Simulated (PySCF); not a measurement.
W(O)(NH)(F)(Br) (BrFHNOW), SMILES [NH]=[W](=[O])([F])[Br], multiplicity 1.

Coordinates come from a B3LYP-D3(BJ)/def2-SVP optimisation. The spin state was assumed, not searched. The structure was generated by enumeration; whether it is a known compound was not checked. The def2 effective core potentials stand for the cores of W; spin–orbit coupling is left out.

Two levels are set side by side: PBE/def2-TZVP (PySCF) and B3LYP/def2-TZVP (PySCF). Same geometry, gas phase. Differences are taken from unrounded values.

```
quantity                     B3LYP
---------------------------  -----
orbital gap (eV)              5.51
highest occupied level (eV)  -8.40
lowest empty level (eV)      -2.89
dipole moment (D)             1.57
mean polarisability (bohr³)   66.8
```

What does PBE give, and how far is it from B3LYP? (An estimate is asked for; the answer gives what the named calculation found.)


```tsv
quantity	PBE	PBE minus B3LYP
orbital gap (eV)	3.92	-1.59
highest occupied level (eV)	-7.28	1.11
lowest empty level (eV)	-3.37	-0.48
dipole moment (D)	1.45	-0.11
mean polarisability (bohr³)	68.5	1.8
```

Without exact exchange PBE keeps part of each electron's self-repulsion, which lifts occupied levels and narrows the gap. Differences between two approximate levels are no errors against the true value.

Rough cost on one machine, each run with all the roots and properties that it gave: B3LYP against PBE within a factor of 2.
